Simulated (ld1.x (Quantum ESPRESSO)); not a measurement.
# Pseudopotential generation for Cl: ultrasoft, Wu–Cohen, scalar-relativistic.

- Element: chlorine (Cl)
- Generator: ld1.x (Quantum ESPRESSO) 7.5
- Type: ultrasoft
- Functional: Wu–Cohen
- Relativity: scalar-relativistic
- Frozen core: [Ne]
- Valence charge: 7
- Reference configuration: 3s2 3p3 (charge +2)
- Partial waves: 3s (bound): rcut 1.15, rcutus 1.55 bohr; 3s channel at -1 Ry: rcut 1.15, rcutus 1.55 bohr; 3p (bound): rcut 1.25, rcutus 1.50 bohr; 3p channel at 1.6 Ry: rcut 1.25, rcutus 1.50 bohr
- Local potential: all-electron potential smoothed inside 1.50 bohr (lloc = -1)
- Core correction: a·sin(br)/r model core inside 1.20 bohr
- Augmentation charge: PSQ, radius 0.85 bohr

All-electron outer shells of the reference configuration (Wu–Cohen, scalar-relativistic, ld1.x):

| shell | level (eV) | outermost node (bohr) | outermost maximum (bohr) |
| --- | --- | --- | --- |
| 3s | -44.87 | 0.55 | 1.24 |
| 3p | -31.67 | 0.53 | 1.36 |

Does the generator finish with these settings?

Yes, a potential is produced and its reference levels are reproduced.

Estimate the cutoffs (Ry, on a coarse ladder) from which the occupation-weighted sum of valence levels, in a spherical-Bessel basis at the reference potential, stays within 10 and 1 mRy of its value at 400 Ry.

25 Ry and 35 Ry.

Does the potential have ghost states?

No extra level below or beside the all-electron valence levels (s, p, d, f tested).

Is the overlap operator S = 1 + Σ q|β⟩⟨β| positive definite (Bessel basis up to 400 Ry)?

Yes: its lowest eigenvalue is 0.41 (s channel).

Which valence shell sets the plane-wave cutoff?

3p: its level needs 30 Ry to come within 1 mRy, against 12 Ry for 3s.

Tests: 3s2 3p5; 3s2 3p4; 3s2 3p2; 3s2 3p4.5; 3s2 3p5.3; 3s1 3p6; 3s1 3p5. Which has the largest error in its energy relative to the reference configuration, and how large is it?

3s1 3p6, with +16 meV (all-electron minus pseudo) on -27.16 eV.
